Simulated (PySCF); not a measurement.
CdSe (SMILES [Se]=[Cd]), singlet, at a GFN2-xTB geometry (such geometries of metal compounds can be far from the true shape) (all electrons, no relativity). Base run: PySCF with BLYP/3-21G.

Geometry (Å):
```xyz
2

Cd     0.0000     0.0000    -0.9594
Se     0.0000     0.0000     1.3545
```
Charge 0, spin multiplicity 1.
All else is at PySCF's defaults.
Base energy -7832.53360 Eh.

Each row names what was changed in the base input (with any setting that the change needs).

```json
[
 {"change": "base", "ΔE vs base (mEh)": "0.000", "grid points": "42816", "electrons on the grid": "82.00002"},
 {"change": "grids.atom_grid = (75, 302)", "ΔE vs base (mEh)": "0.046", "grid points": "26544", "electrons on the grid": "81.99997"},
 {"change": "grids.atom_grid = (150, 974)", "ΔE vs base (mEh)": "0.019", "grid points": "144120", "electrons on the grid": "82.00000"},
 {"change": "grids.prune = off", "ΔE vs base (mEh)": "0.000", "grid points": "80296", "electrons on the grid": "82.00002"},
 {"change": "grids.level = 5", "ΔE vs base (mEh)": "0.020", "grid points": "93144", "electrons on the grid": "82.00000"},
 {"change": "grids.prune = dft.gen_grid.treutler_prune", "ΔE vs base (mEh)": "0.000", "grid points": "42768", "electrons on the grid": "82.00002"},
 {"change": "grids.atom_grid = (30, 110)", "ΔE vs base (mEh)": "165.9", "grid points": "4872", "electrons on the grid": "81.99191"},
 {"change": "grids.level = 0", "ΔE vs base (mEh)": "-50.091", "grid points": "5296", "electrons on the grid": "82.00136"},
 {"change": "grids.becke_scheme = stratmann", "ΔE vs base (mEh)": "0.021", "grid points": "42816", "electrons on the grid": "82.00000"},
 {"change": "grids.radi_method = delley", "ΔE vs base (mEh)": "0.009", "grid points": "41088", "electrons on the grid": "82.00002"},
 {"change": "grids.atom_grid = (99, 590)", "ΔE vs base (mEh)": "0.025", "grid points": "57856", "electrons on the grid": "81.99999"}
]
```
